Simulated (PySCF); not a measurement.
PySCF 2.14 output of an unrestricted wB97X-V calculation on a single atom or ion in x2c-QZVPPall with one added diffuse shell each of s, p, d, f type (10s7p5d3f1g, 86 functions), with scalar relativity by spin-free X2C-1e:

```
SCF conv_tol = 1e-09
number electrons alpha = 7  beta = 6
    N. Mardirossian and M. Head-Gordon.,  Phys. Chem. Chem. Phys. 16, 9904-9924 (2014)
cycle= 1 E= -242.766044854685  delta_E= -0.00571  |g|= 0.0172  |ddm|= 0.122
cycle= 2 E= -242.766270846248  delta_E= -0.000226  |g|= 0.00598  |ddm|= 0.0197
cycle= 3 E= -242.766301973855  delta_E= -3.11e-05  |g|= 0.00238  |ddm|= 0.00613
cycle= 4 E= -242.766309925538  delta_E= -7.95e-06  |g|= 0.00051  |ddm|= 0.00388
cycle= 5 E= -242.766310586425  delta_E= -6.61e-07  |g|= 7.36e-05  |ddm|= 0.00161
cycle= 6 E= -242.766310608373  delta_E= -2.19e-08  |g|= 1.82e-05  |ddm|= 0.00042
cycle= 7 E= -242.766310609906  delta_E= -1.53e-09  |g|= 3.06e-06  |ddm|= 0.000122
cycle= 8 E= -242.766310609936  delta_E= -3.01e-11  |g|= 5.19e-07  |ddm|= 1.5e-05
converged SCF energy = -242.766310609936  <S^2> = 0.75577566  2S+1 = 2.0057673
```

The run itself started from symmetry-adapted Hartree-Fock orbitals and held the occupation by maximum overlap, on a logarithmic radial grid, so the iterations belong to that start.

Question: Which element, charge and spin multiplicity is this?

Answer: Al (aluminium, neutral), multiplicity 2; the state was [Ne] 3s2 3p1, 2P determinant.
